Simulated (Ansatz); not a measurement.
Two structures, one formula

The two ends of one reaction step of CH₅BrZn, singlet (PBE0-D4/def2-TZVP).

A:

```csv
atom,x (Å),y (Å),z (Å)
Zn1,0.3022,0.9550,-0.4431
H2,-1.2324,-1.7137,-1.3598
C3,0.4778,0.1398,1.2966
H4,-1.1912,-1.2454,-1.9413
Br5,0.1101,1.9277,-2.4631
H6,-0.4555,0.2370,1.8544
H7,1.2760,0.6205,1.8648
H8,0.7130,-0.9209,1.1914
```

B:

| atom | x (Å) | y (Å) | z (Å) |
| --- | --- | --- | --- |
| Zn1 | -0.1890 | -0.5254 | -0.0494 |
| H2 | -0.7237 | -0.8775 | -1.4666 |
| C3 | 0.4726 | -0.1041 | 1.7203 |
| H4 | -0.7075 | 0.2704 | -2.7049 |
| Br5 | -0.6684 | 1.2925 | -3.7234 |
| H6 | -0.1938 | 0.5992 | 2.2254 |
| H7 | 1.4648 | 0.3499 | 1.6641 |
| H8 | 0.5449 | -1.0049 | 2.3343 |

Program: Ansatz 0.2.0. Basis: def2-TZVPP. Cores are frozen in the correlated methods. The 3s and 3p shells of Cu and Zn are frozen; filled d shells are correlated. The def2 sets are not built for correlating such inner shells, so the correlated values are less sure here. B3LYP uses VWN-RPA correlation.

(1) Which structure is lower at CCSD(T), and by how much? (To be estimated.)

No T1 diagnostic of these runs exceeds 0.012.

Answers

(1) By the calculation: A, by 31.44 kcal/mol (electronic energy, against the other). By their contacts, A is a complex of CH₃BrZn ([CH3][Zn][Br]) + H₂ and B is a complex of CH₄Zn ([CH3][ZnH]) + HBr.

All methods give the same order:

| method | E(B) − E(A) (kcal/mol) |
| --- | --- |
| SPW92 | 26.10 |
| PBE-D4 | 29.23 |
| BLYP-D4 | 29.48 |
| r2SCAN-D4 | 32.21 |
| B97M-V | 28.85 |
| PBE0-D4 | 31.13 |
| B3LYP-D4 | 30.95 |
| r2SCAN0-D4 | 33.29 |
| BHLYP-D4 | 33.42 |
| CAM-B3LYP-D4 | 30.66 |
| wB97X-V | 32.27 |
| wB97M-V | 32.15 |
| B2PLYP | 31.76 |
| PBE-QIDH | 32.83 |
| RPA on PBE | 29.77 |
| HF | 36.83 |
| MP2 | 32.86 |
| CCSD | 31.74 |
| CCSD(T) | 31.44 |

Labels in which every atom is bracketed show which atoms are joined, not bond orders.

For scale, one of the runs: CCSD(T)/def2-TZVPP, 213 basis functions, launched by `ansatz run in.yaml --threads 8 --pin off --events-out ev --progress --plain --max-ram 19148MiB`. Time: 16 s of wall clock on 8 CPU threads of an Intel Xeon 6975P-C; the host was shared. Peak host memory: 3.2 GiB.
